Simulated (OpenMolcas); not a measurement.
A calculation on P I.

```yaml
Program: OpenMolcas
Method: RASSCF
Basis: ANO-RCC-VQZP [6s5p3d2f1g]
Scalar_Hamiltonian: DKH2, point nucleus
Active_space: 3 electrons in 9 orbitals (RAS2 3p; RAS3 3d 4s, at most 1 electron)
State_averaging: 2S+1 = 4 odd, 1 root; 2S+1 = 2 odd, 8 roots; 2S+1 = 4 even, 15 roots; 2S+1 = 2 even, 18 roots
Spin-orbit_coupling: RASSI with atomic mean-field integrals over the reference wave functions, term energies averaged over their components
```

Task: Which level of the active space comes out lowest?

Result: 3s² 3p³ ⁴S°_3/2, with 100 % of that term; it is also the measured ground level.

Task: How high does 3s² 3p³ ²P°_1/2 lie?

Result: 25381 cm⁻¹ above the lowest level; measured 18723 cm⁻¹ above the ground level, so the calculation is off by +36 %.

Task: How high does 3s² 3p³ ²D°_3/2 lie?

Result: 15351 cm⁻¹ above the lowest level; measured 11361 cm⁻¹ above the ground level, so the calculation is off by +35 %.

Task: How high does 3s² 3p² 4s ⁴P_5/2 lie?

Result: 63151 cm⁻¹ above the lowest level; measured 56340 cm⁻¹ above the ground level, so the calculation is off by +12 %.

Measured values: NIST Handbook of Basic Atomic Spectroscopic Data.

Without dynamic correlation excited terms often stand tens of per cent too high (terms of higher spin than the ground term too low), and those without a measured partner can miss by more than the paired ones. ANO sets are built for valence states and can reach diffuse excited orbitals poorly, and with the s shell closed the s pⁿ⁺¹ terms that mix with these levels are absent. With the s shell closed, the reference lacks s² → p² mixing. Measured partners are found by configuration, term and J. A level has none where our copy of the source lacks it or the pairing is in doubt (some pairs that miss far off the trend of their configuration count as doubtful), and it then counts in no deviation. Levels of configurations outside the active space are missing.

° marks odd parity.
